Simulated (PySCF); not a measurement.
ClMg (SMILES [Mg][Cl]), doublet, at a GFN2-xTB geometry (such geometries of metal compounds can be far from the true shape) (the spin is typed, not shown lowest); BHANDHLYP/def2-TZVP run with PySCF.

Here is a job for PySCF.
```python
from pyscf import gto, scf, dft

mol = gto.M(
    atom='''
Mg   -0.000000   -0.000000   -1.267847
Cl    0.000000    0.000000    0.894951
''',
    basis='def2-tzvp',
    charge=0,
    spin=1,
    verbose=4,
)

mf = dft.UKS(mol)
mf.xc = 'bhandhlyp'
mf.grids.atom_grid = (99, 590)
mf.grids.prune = None
mf.kernel()
```

### Question
Predict the main parts of the log of this PySCF run.

### Answer

```
PySCF version 2.14.0

[INPUT] verbose = 4
[INPUT] num. atoms = 2
[INPUT] num. electrons = 29
[INPUT] charge = 0
[INPUT] spin (= nelec alpha-beta = 2S) = 1
[INPUT] symmetry False subgroup None
[INPUT] Mole.unit = angstrom
[INPUT] Symbol           X                Y                Z      unit          X                Y                Z       unit  Magmom
[INPUT]  1 Mg     0.000000000000   0.000000000000  -1.267847000000 AA    0.000000000000   0.000000000000  -2.395883597851 Bohr   0.0
[INPUT]  2 Cl     0.000000000000   0.000000000000   0.894951000000 AA    0.000000000000   0.000000000000   1.691212284906 Bohr   0.0

nuclear repulsion = 49.9131916284739
number of shells = 25
number of NR pGTOs = 116
number of NR cGTOs = 69
basis = def2-tzvp
ecp = {}

******** <class 'pyscf.dft.uks.UKS'> ********
method = UKS
initial guess = minao
damping factor = 0
level_shift factor = 0
DIIS = <class 'pyscf.scf.diis.CDIIS'>
diis_start_cycle = 1
diis_space = 8
diis_damp = 0
SCF conv_tol = 1e-09
SCF conv_tol_grad = None
SCF max_cycles = 50
direct_scf = True
direct_scf_tol = 1e-13
number electrons alpha = 15  beta = 14
XC library pyscf.dft.libxc version 7.1.2
    S. Lehtola, C. Steigemann, M. J. T. Oliveira, and M. A. L. Marques,  SoftwareX 7, 1–5 (2018)
XC functionals = bhandhlyp
    A. D. Becke,  J. Chem. Phys. 98, 1372 (1993)
    Defined through Gaussian implementation.
radial grids:
    Treutler-Ahlrichs [JCP 102, 346 (1995); DOI:10.1063/1.469408] (M4) radial grids

becke partition: Becke, JCP 88, 2547 (1988); DOI:10.1063/1.454033
pruning grids: None
grids dens level: 3
symmetrized grids: False
atomic radii adjust function: <function treutler_atomic_radii_adjust>
User specified grid scheme (99, 590)
small_rho_cutoff = 0
Set gradient conv threshold to 3.16228e-05
tot grids = 116824
init E= -660.37164655102

cycle= 1 E= -660.303906327174  delta_E= 0.0677  |g|= 0.21  |ddm|= 0.947
cycle= 2 E= -660.319922340976  delta_E= -0.016  |g|= 0.202  |ddm|= 0.512
cycle= 3 E= -660.34068743898  delta_E= -0.0208  |g|= 0.0161  |ddm|= 0.183
cycle= 4 E= -660.341107138099  delta_E= -0.00042  |g|= 0.00522  |ddm|= 0.0412
cycle= 5 E= -660.341195865022  delta_E= -8.87e-05  |g|= 0.00173  |ddm|= 0.0241
cycle= 6 E= -660.341200336563  delta_E= -4.47e-06  |g|= 0.000604  |ddm|= 0.00407
cycle= 7 E= -660.341200808927  delta_E= -4.72e-07  |g|= 0.00017  |ddm|= 0.00128
cycle= 8 E= -660.341200857005  delta_E= -4.81e-08  |g|= 5.27e-05  |ddm|= 0.000462
cycle= 9 E= -660.341200859544  delta_E= -2.54e-09  |g|= 9.72e-06  |ddm|= 9.95e-05
cycle= 10 E= -660.341200859698  delta_E= -1.54e-10  |g|= 1.91e-06  |ddm|= 2.88e-05
Extra cycle  E= -660.341200859705  delta_E= -7.05e-12  |g|= 8.99e-07  |ddm|= 4.86e-06
converged SCF energy = -660.341200859705  <S^2> = 0.75069526  2S+1 = 2.0006951
```
